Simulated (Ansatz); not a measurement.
`F[SiH](F)[O][GeH3]`. The species carries charge 0 and has multiplicity 1. Correlated methods include outer-core shells of Ge, which these sets cover unevenly. Scalar relativity is left out up to krypton.

Z-matrix (Å, degrees):
```
Si
F 1 1.586
O 1 1.597 2 110.8
F 1 1.586 2 105.7 3 120.1
H 1 1.465 2 109.2 3 -122.5
Ge 3 1.787 1 140.1 2 58.4
H 6 1.531 3 104.7 1 -179.8
H 6 1.534 3 107.6 1 60.6
H 6 1.534 3 107.6 1 -60.2
```

Problem. Give the diagnostics of a CCSD(T)/def2-TZVPP run (frozen core, the Gaussian-basis code of Ansatz). (An estimate is asked.)

Solution. Ansatz gave: T1 = 0.0119, largest single amplitude 0.018, largest double 0.017, (T) share of the correlation energy 3.0 %, 9 CCSD cycles. The RHF solution is stable towards an unrestricted one. T1 lies under the customary mark of 0.02 for closed shells.
